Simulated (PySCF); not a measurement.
Electron correlation in Pt+ (platinum, charge +1)

Starting occupation: [Xe] 4f14 5d9, 5d3/2 with m_j = -3/2, -1/2, +1/2, +3/2, 5d5/2 with m_j = -3/2, -1/2, +1/2, +3/2, +5/2. Computed with PySCF 2.14 in x2c-SVPall-2c with one added diffuse shell each of s, d type (8s9p10d2f, 99 functions), with X2C-1e with screened-nucleus spin-orbit coupling, Gaussian nucleus. Frozen: [Kr] 4d10 4f14; 17 electrons correlated; the 22 highest virtual spinors left out.

MP2 pair energies summed by pair of shells (mhartree):

```
 pair   energy  share (%)
5d-5d  -160.09       61.3
5d-5p   -63.64       24.3
5p-5p   -23.98        9.2
5d-5s    -7.24        2.8
5p-5s    -4.69        1.8
5s-5s    -1.71        0.7
```

Total MP2 correlation energy: -261.35 mhartree.

The GHF reference relaxed away from the jj start to a determinant that is no pure jj level (⟨S²⟩ = 1.20, ⟨J²⟩ = 10.49); the energies belong to that determinant.

This basis was not built for core-valence correlation, so the inner-shell part is incomplete.
